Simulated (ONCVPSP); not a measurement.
Before and after: ONCV potential for Sc

* Element: Sc (Z = 21)
* Generator: ONCVPSP 4.0.1
* Type: optimised norm-conserving Vanderbilt (ONCV)
* Functional: PBE
* Relativity: scalar-relativistic
* Frozen core: [Ne] 3s2
* Valence charge: 9
* Reference configuration: 3p6 3d1.5 4s1.5
* Partial waves: 4s: rc 2.85 bohr, ncon 3, nbas 6, qcut 2.6 1/bohr, 2 projectors, debl 0.6 Ha; 3p: rc 1.45 bohr, ncon 4, nbas 7, qcut 9.7 1/bohr, 2 projectors, debl 2.8 Ha; 3d: rc 2.70 bohr, ncon 3, nbas 8, qcut 5.9 1/bohr, 2 projectors, debl 3.7 Ha; f scattering state at 0.03 Ha: rc 2.85 bohr, ncon 4, nbas 7, qcut 3.5 1/bohr, 1 projector
* Local potential: polynomial inside 0.95 bohr (lpopt 5, dvloc0 0 Ha)
* Core correction: Teter function, fcfact 6, rcfact 1.5

Change: all radii but the core radius scaled by about 0.80 (s 2.28, p 1.16, d 2.16, f 2.28 bohr); local potential polynomial inside 0.76 bohr (lpopt 5, dvloc0 0 Ha).

Cutoffs: the cutoffs (Ha) at which the residual kinetic energy of the hardest occupied pseudo-wave falls to 1 and 0.1 mHa per electron; they do not see the model core or the augmentation charge, which bear on the density cutoff. Errors are all-electron minus pseudo energies relative to the spin-unpolarised reference configuration.

Question: How do hardness, ghosts and transferability respond?

Answer: The potential gets harder (16 Ha and 26 Ha → 31 Ha and 41 Ha); both files keep a bound ghost (s); of the 4 tests that both files solve, the error grows in 0 and shrinks in 3 by more than 15 % and 0.3 meV (median size 20.5 → 11.1 meV). A smaller radius makes the pseudo-wave follow the all-electron one further in, where it bends more sharply, so more plane waves are needed. Less of the atom is replaced, so other configurations are described better.

| quantity | base | changed |
| --- | --- | --- |
| cutoff, loose | 16 Ha | 31 Ha |
| cutoff, tight | 26 Ha | 41 Ha |
| loose cutoff by channel | s 2.2 Ha, p 16 Ha, d 12 Ha | s 2.3 Ha, p 31 Ha, d 15 Ha |
| bound ghosts | s | s |
| GHOST(+) flags under 300 eV | f at 11.0 eV, d at 89.9 eV | f at 9.9 eV, d at 85.5 eV, s at 125.4 eV |
| error for 3p6 3d1 4s2, meV [ΔE -0.68 eV] | +20 | +7.4 |
| error for 3p6 3d1 4s1, meV [ΔE 6.22 eV] | +21 | +13 |
| error for 3p6 3d1 4s0, meV [ΔE 18.99 eV] | +47 | +54 |
| error for 3p6 3d1 4s1.5, meV [ΔE 2.07 eV] | +19 | +8.8 |
| rms error of d²Exc/dni dnj with the model core, mHa | 2.48 | 2.37 |

 A true bound ghost makes a file unfit for plane-wave use even where its test errors are small: the radial tests pick states by their node count and pass the ghost by.
